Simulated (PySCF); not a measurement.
PySCF 2.14 output of an unrestricted r2SCAN0 calculation on a single atom or ion in aug-cc-pVDZ-DK, with the spin-free X2C one-electron Hamiltonian (Gaussian nucleus):

```
SCF conv_tol = 1e-09
number electrons alpha = 14  beta = 9
    M. Bursch, H. Neugebauer, S. Ehlert, and S. Grimme.,  J. Chem. Phys. 156, 134105 (2022)
cycle= 1 E= -1157.36442426193  delta_E= -0.00468  |g|= 0.0138  |ddm|= 0.353
cycle= 2 E= -1157.36449564525  delta_E= -7.14e-05  |g|= 0.00528  |ddm|=  0.1
cycle= 3 E= -1157.36450466903  delta_E= -9.02e-06  |g|= 0.00124  |ddm|= 0.0336
cycle= 4 E= -1157.36450526566  delta_E= -5.97e-07  |g|= 4.75e-05  |ddm|= 0.00776
cycle= 5 E= -1157.36450526803  delta_E= -2.36e-09  |g|= 4.05e-06  |ddm|= 0.00038
cycle= 6 E= -1157.36450526804  delta_E= -1.57e-11  |g|= 1.76e-07  |ddm|= 3.66e-05
converged SCF energy = -1157.36450526804  <S^2> = 8.7505854  2S+1 = 6.0001951
```

The run itself started from symmetry-adapted Hartree-Fock orbitals and held the occupation by maximum overlap, on a logarithmic radial grid, so the iterations belong to that start.

Question: Which element, charge and spin multiplicity is this?

Answer: Mn²⁺ (manganese, charge +2), multiplicity 6; the state was [Ar] 3d4 4s1, high-spin 6D determinant (an excited configuration).
